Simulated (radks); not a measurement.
Ca3+, configuration [Ne] 3s2 3p4 7d1 (not the ground configuration). Calculated with a radial shooting solver on a logarithmic mesh with Libxc functionals: non-relativistic Kohn-Sham, r2SCAN, spin-unpolarised, spherical densities, point nucleus; meta-GGA in the generalised Kohn-Sham scheme.

Unscreened Slater integrals over Kohn-Sham orbitals (hartree).

| integral | value |
|---|---|
| F0(7d,7d) | 0.059056 |
| F2(7d,7d) | 0.030753 |
| F4(7d,7d) | 0.021736 |
| F0(7d,3p) | 0.091014 |
| F2(7d,3p) | 0.0080377 |
| G1(7d,3p) | 0.0027179 |
| G3(7d,3p) | 0.0025065 |
| F0(7d,3s) | 0.091302 |
| G2(7d,3s) | 0.0027366 |
| F0(7d,2p) | 0.095657 |
| F2(7d,2p) | 0.0040229 |
| G1(7d,2p) | 0.0032442 |
| G3(7d,2p) | 0.0018600 |
| F0(3p,3p) | 0.77378 |
| F2(3p,3p) | 0.39478 |
| F0(3p,3s) | 0.79307 |
| G1(3p,3s) | 0.53221 |
| F0(3p,2p) | 1.0426 |
| F2(3p,2p) | 0.20440 |
| G0(3p,2p) | 0.081516 |
| G2(3p,2p) | 0.083902 |
| F0(3s,3s) | 0.81430 |
| F0(3s,2p) | 1.0761 |
| G1(3s,2p) | 0.088095 |
| F0(2p,2p) | 2.7948 |
| F2(2p,2p) | 1.3087 |

Derived for the open shells (J is the average intra-shell exchange parameter used in DFT+U). 3p: J = F2/5 = 0.07896 hartree; in LS coupling 1D lies 6 F2/25 = 0.09475 hartree above 3P. 7d: Racah B = F2/49 - 5 F4/441 = 0.0003812 hartree, C = 35 F4/441 = 0.001725 hartree, C/B = 4.53, F4/F2 = 0.707, J = (F2 + F4)/14 = 0.003749 hartree.
